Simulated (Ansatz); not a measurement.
System: sum formula CaOH, charge 0, multiplicity 2. It need not be the lowest isomer of its formula. 
Geometry from a B3LYP-D3(BJ)/def2-TZVP (Ansatz, a first-principles code) optimisation:
```xyz
3

Ca     0.0000     0.0000    -0.6473
O      0.0000     0.0000     1.3322
H      0.0000     0.0000     2.2876
```
Charge 0, spin multiplicity 2.

Basis-set convergence of Hartree-Fock and CCSD(T) correlation energies (hartree) with Ansatz. Cores are frozen in the correlated levels unless marked. UHF or UKS for open shells. No spin-orbit coupling. The frozen core is the preceding noble-gas configuration, with the filled d and f shells of earlier blocks. The outer core of K, Ca and their heavier congeners is not correlated, a term that matters for these elements. No relativistic terms.

| basis | functions | E(HF) | E(corr, CCSD(T)) |
|---|---|---|---|
| def2-SVPD | 58 | -752.10915 | -0.23303 |
| def2-TZVPPD | 93 | -752.28000 | -0.28294 |
| def2-QZVPPD | 169 | -752.29817 | -0.30265 |

Extrapolating the two largest sets (X = 3 and 4) as X^-3: E(corr) = (64·(-0.30265) - 27·(-0.28294))/37 = -0.3170 Eh, an estimate of the basis-set limit. The largest set recovers 95.5 % of it, the smallest 73.5 %.
